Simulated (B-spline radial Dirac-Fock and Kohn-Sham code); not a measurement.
# Sn 5s: cross section and angular parameters

System: neutral tin, configuration [Kr] 4d10 5s2 5p2; threshold 12.84 eV (orbital energy of the model). Method: Dirac-Hartree-Slater photoionisation with a Latter tail; cross sections with all multipoles, angular parameters from the dipole term and its interference with E2. Computed with a radial B-spline solver.

For linearly polarised light dσ/dΩ = σ/(4π) [1 + β P₂(cos θ) + (δ + γ cos²θ) sin θ cos φ], with θ from the polarisation vector and φ the angle between the beam and the projection of the electron momentum on the plane normal to the polarisation.

| hν (eV) | σ (kb) | β | γ |
| --- | --- | --- | --- |
| 78.2 | 82.7 | 1.949 | 0.103 |
| 85 | 76.0 | 1.953 | 0.124 |
| 94.2 | 68.1 | 1.957 | 0.146 |
| 96 | 66.7 | 1.957 | 0.149 |
| 100 | 63.8 | 1.959 | 0.156 |
| 118 | 53.0 | 1.964 | 0.184 |
| 120 | 52.0 | 1.964 | 0.187 |
| 150 | 40.0 | 1.970 | 0.222 |
| 215 | 25.4 | 1.976 | 0.267 |
| 483 | 8.01 | 1.985 | 0.274 |
| 511 | 7.34 | 1.985 | 0.268 |
| 533 | 6.87 | 1.985 | 0.263 |
| 540 | 6.74 | 1.986 | 0.262 |
| 753 | 3.95 | 1.988 | 0.206 |
| 909 | 2.88 | 1.988 | 0.163 |
| 916 | 2.85 | 1.988 | 0.161 |
| 1690 | ? | ? | ? |
| 1950 | 0.755 | 1.991 | -0.039 |
| 2000 | 0.721 | 1.991 | -0.044 |
| 2900 | 0.362 | 1.992 | -0.098 |
| 3960 | 0.199 | 1.992 | -0.081 |
| 4170 | 0.180 | 1.992 | -0.071 |
| 5414.7 | 0.107 | 1.992 | 0.016 |
| 5550 | 0.102 | 1.992 | 0.028 |
| 5840 | 0.0922 | 1.992 | 0.054 |
| 6000 | 0.0873 | 1.992 | 0.070 |
| 8047.8 | 0.0475 | 1.992 | 0.287 |
| 9290 | 0.0351 | 1.992 | 0.427 |
| 12000 | 0.0201 | 1.992 | 0.736 |
| 15000 | 0.0122 | 1.991 | 1.068 |

Problem. Give the values at 1690 eV.

Solution. σ = 0.977 kb, β = 1.991, γ = -0.004. For an s subshell δ is negligible.
